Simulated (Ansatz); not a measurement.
Reaction (redistribution): `C[SiH](O)C=O` + aluminium trichloride → `O=C[SiH](O)Cl` + `[CH3][Al]([Cl])[Cl]`

Calculated with Ansatz (gas phase, PBE0-D4/def2-TZVP geometries, no zero-point term in ΔE). CCSD(T)/CBS adds triple-zeta CCSD(T) − MP2 to the extrapolated MP2 energy (def2 sets, frozen cores). This one scheme is used for every species. DFT in def2-TZVPP. One conformer a species, not always the lowest.

```tsv
level	ΔE (kJ/mol)
revPBE-D4	39.8
PBE0-D4	42.3
r2SCAN0-D4	45.6
CAM-B3LYP-D4	44.0
r2SCANh	44.7
r2SCAN0	45.5
CCSD/def2-TZVPP	46.9
SCS-MP2/def2-QZVPP	45.4
```

What does CCSD(T)/CBS give? (An estimate is asked.)

The calculation gave: +45.3 kJ/mol. The listed levels differ from it by -5.5, -3.0, 0.3, -1.3, -0.6, 0.2, 1.6, 0.1 kJ/mol.

Largest T1 diagnostic among the species: 0.014.

From BLYP to BHLYP (50 % exact exchange), in def2-TZVPP and without D4, ΔE moves by +7.0 kJ/mol. In def2-TZVPP, CCSD(T) changes the Hartree–Fock value by −4.8 kJ/mol (the triples alone add −1.1 kJ/mol) and MP2 by −5.6 kJ/mol. Leaving LDA and LC-ωPBE aside and taking each functional with its dispersion term where it has one, the values, not all of them listed here, spread over 7.7 kJ/mol, from PBE-D4 to BHLYP-D4.
